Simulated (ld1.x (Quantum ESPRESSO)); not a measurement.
# Pseudopotential generation for nickel: TM, PBEsol, scalar-relativistic.

- Element: Ni
- Generator: ld1.x (Quantum ESPRESSO) 7.5
- Type: norm-conserving Troullier–Martins (Kleinman–Bylander form)
- Functional: PBEsol
- Relativity: scalar-relativistic
- Frozen core: [Ne]
- Valence charge: 18
- Reference configuration: 3s2 3p6 3d8 4s1 4p0 (charge +1)
- Partial waves: 3s (bound): rc 0.96 bohr; 3p (bound): rc 0.90 bohr; 3d (bound): rc 1.55 bohr
- Local potential: the d channel
- Core correction: none

Occupied shells without a wave of their own: 4s. They enter only through the test configuration that unscreens the potential.

- Cutoffs needed: 160 Ry and 260 Ry (the cutoffs (Ry, on a coarse ladder) from which the occupation-weighted sum of valence levels, in a spherical-Bessel basis at the reference potential, stays within 10 and 1 mRy of its value at 400 Ry)
- Ghost test: no extra level below or beside the all-electron valence levels (s, p, d, f tested) (spherical-Bessel basis up to 400 Ry, 20 bohr box)
- Largest excitation error: +262 meV (all-electron minus pseudo) for 3s2 3p6 3d9 4s0 4p0, out of 7 test configurations
